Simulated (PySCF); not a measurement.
**Worked example: oscillator strength and radiative lifetime**

B(F)2(SH) (BF₂HS), SMILES FB(F)S.

Geometry: ωB97X-D3(BJ)/def2-SVP. Other conformers were not sampled.

TDA-B3LYP/def2-SVPD (PySCF) puts the first singlet state with f over 0.02 at 6.62 eV (vertical), with the transition dipole (0.000, 0.000, -0.399) in atomic units.

Find the oscillator strength, the wavelength and the radiative lifetime that this transition would have in vacuum if emission retraced absorption.


|μ|² = 0.1592 au, so |μ| = 1.01 D. ΔE = 6.62/27.211 = 0.2433 hartree. f = (2/3) ΔE |μ|² = 0.026 (the program prints 0.026).
λ = 1239.84/6.62 = 187 nm; ν = 53394 cm⁻¹.
Einstein's coefficient A = 0.6670 ν² f s⁻¹ (ν in cm⁻¹) = 4.9e7 s⁻¹, so τ = 1/A = 20 ns. This state is S1. The figure is the radiative limit of this one transition; relaxation, internal conversion, crossing to triplets and a medium change what is measured.
